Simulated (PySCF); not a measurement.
**Electric field gradients and quadrupole coupling constants**

Compound: C₅H₅OP.
Structure used (GFN2-xTB), in Å, numbered top down from 1:
```xyz
12
C5H5OP angstrom
C      2.5990    0.0802    0.4771
P      1.4492    0.8558    1.3989
C     -0.0841    0.2271    0.6652
C     -1.3224    0.9326    0.6003
C     -2.2092    0.0841    0.0220
O     -1.6248   -1.0937   -0.2619
C     -0.3473   -1.0046    0.1290
H      3.6419    0.2472    0.6882
H      2.3755   -0.5825   -0.3415
H     -1.5008    1.9350    0.9321
H     -3.2453    0.1904   -0.2316
H      0.2696   -1.8723    0.0025
```

Field gradients from the PBE0/pcSseg-1 density (PySCF, non-relativistic), principal values in atomic units, ordered |Vxx| ≤ |Vyy| ≤ |Vzz|:

```csv
atom,Vxx,Vyy,Vzz
O6,-0.6491,-0.7545,1.4036
```

Question: Find the asymmetry η = (Vxx − Vyy)/Vzz and the couplings χ = eQV/h (234.96 MHz × Q in barn × V in au), with Q(17O) = −0.0256 b.

Answer: 
| atom | environment | nucleus | η | χzz (MHz) | χxx (MHz) | χyy (MHz) |
| --- | --- | --- | --- | --- | --- | --- |
| O6 | furan-type oxygen | 17O | 0.08 | -8.44 | 3.90 | 4.54 |

Question: What is Vzz at O6 in SI units (1 au = 9.71736 × 10²¹ V/m²)?

Answer: 1.4036 au = 13.639 × 10²¹ V/m².

Question: And the gradient at the other heavy atoms, for which no coupling is worked out here?

Answer: 
```tsv
atom	environment	Vzz (au)	η
C1	carbon bonded to P and 2 H	0.343	0.12
P2	phosphorus bonded to 2 C	-1.476	0.40
C3	substituted aromatic carbon	0.183	0.18
C4	aromatic CH carbon	0.203	0.36
C5	aromatic CH next to a ring oxygen	-0.334	0.89
C7	aromatic CH next to a ring oxygen	-0.328	0.78
```

Question: What couplings would deuterons (Q(2H) = 0.00286 b) have in place of the hydrogens, at this geometry?

Answer: 
```tsv
atom	bonded to	bond length (Å)	Vzz (au)	η	χzz (kHz)
H8	C1	1.077	0.3404	0.05	229
H9	C1	1.077	0.3421	0.04	230
H10	C4	1.071	0.3484	0.07	234
H11	C5	1.072	0.3410	0.11	229
H12	C7	1.072	0.3398	0.11	228
```

The structure is a single GFN2-xTB conformer in the gas phase; no vibrational or solvent corrections. GFN2-xTB bond lengths can be off by several hundredths of an ångström, more for odd bonds, and the gradients follow them. With so small a basis the couplings can be 20 % off.
